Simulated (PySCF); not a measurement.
Potential energy curve for SiS, singlet.

- RCCSD = CCSD on RHF/cc-pVDZ, 10 core orbitals frozen in PySCF
- RKS-B3LYP/3-21G = restricted B3LYP/3-21G in PySCF
- RKS-B3LYP/6-31G* = restricted B3LYP/6-31G*, spherical d in PySCF 2.14.0
- RHF/LANL2DZ = PySCF 2.14.0 with restricted Hartree-Fock/LANL2DZ, with its core potentials past Ne

Energies are in kcal/mol, each relative to the lowest point of its own curve near equilibrium.

```csv
R / Å,RCCSD,RKS-B3LYP/3-21G,RKS-B3LYP/6-31G*,RHF/LANL2DZ
1.46,201.7,227.4,188.4,207.7
1.55,115.7,136.4,106.9,122.3
1.65,55.6,71.1,50.6,61.6
1.74,24.0,34.9,21.3,28.7
1.83,(withheld),13.8,6.0,10.0
1.86,3.9,9.2,3.2,6.3
1.93,0.1,(withheld),0.0,1.1
1.98,0.0,0.1,0.1,0.0
2.07,3.7,0.0,3.9,(withheld)
2.14,9.1,(withheld),9.1,6.5
2.24,19.4,8.9,18.8,15.4
2.42,41.6,(withheld),39.6,36.0
2.61,66.1,43.7,62.3,59.3
2.88,95.9,70.6,91.9,87.8
3.19,—,97.8,120.1,108.1
3.46,—,117.2,139.5,118.9
3.86,—,139.2,160.8,128.7
4.20,—,152.5,(withheld),133.6
4.69,—,165.2,185.5,137.4
5.26,—,170.9,190.8,139.2
5.76,—,173.2,193.0,139.9
6.78,—,175.2,195.1,140.4
7.81,—,175.9,195.9,140.6
```

Task: Complete the blanks.

Result: 
- 1.83, RCCSD: 7.1
- 1.93, RKS-B3LYP/3-21G: 2.4
- 2.07, RHF/LANL2DZ: 2.1
- 2.14, RKS-B3LYP/3-21G: 2.6
- 2.42, RKS-B3LYP/3-21G: 24.6
- 4.20, RKS-B3LYP/6-31G*: 173.6

A dash means that the run gave no value there, or that the column was ended at a point which the program doubted or which failed a test of continuity chosen for this set; such a test can also cut sound points.

The T1 diagnostic of CCSD on the restricted reference of RCCSD exceeds 0.045 at 2.24 to 3.46 Å. The restricted form behind RKS-B3LYP/3-21G, RKS-B3LYP/6-31G*, RHF/LANL2DZ keeps the bonding electrons paired and can't separate into open-shell fragments.
